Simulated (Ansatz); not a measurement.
`B[O][AlH][OH]` and `C=C[O][AlH][OH]` differ in one atom or group.

Ansatz, PBE0-D4/def2-TZVP geometries, multiplicity 1. Each molecule was computed in one conformer, which needn't be the lowest.

| property | `B[O][AlH][OH]` |
| --- | --- |
| LUMO energy (PBE/def2-TZVPP) / eV | -1.48 |
| HOMO–LUMO gap (PBE0/def2-TZVPP) / eV | 7.54 |
| HOMO–LUMO gap (PBE/def2-TZVPP) / eV | 5.08 |
| size of the dipole moment (ωB97M-V/def2-TZVPP) / D | 0.80 |
| HOMO energy (PBE/def2-TZVPP) / eV | -6.55 |
| LUMO energy (ωB97M-V/def2-TZVPP) / eV | 1.17 |

Give the same properties after the change, and the shifts. (Best estimate.)

The calculation gave: 
```json
{"property": "LUMO energy (PBE/def2-TZVPP) / eV", "`C=C[O][AlH][OH]`": "-1.20", "shift": "0.28"}
{"property": "HOMO–LUMO gap (PBE0/def2-TZVPP) / eV", "`C=C[O][AlH][OH]`": "6.45", "shift": "-1.09"}
{"property": "HOMO–LUMO gap (PBE/def2-TZVPP) / eV", "`C=C[O][AlH][OH]`": "4.49", "shift": "-0.59"}
{"property": "size of the dipole moment (ωB97M-V/def2-TZVPP) / D", "`C=C[O][AlH][OH]`": "0.86", "shift": "0.06"}
{"property": "HOMO energy (PBE/def2-TZVPP) / eV", "`C=C[O][AlH][OH]`": "-5.69", "shift": "0.86"}
{"property": "LUMO energy (ωB97M-V/def2-TZVPP) / eV", "`C=C[O][AlH][OH]`": "1.16", "shift": "-0.01"}
```

Dipoles are sizes alone; their direction can turn.
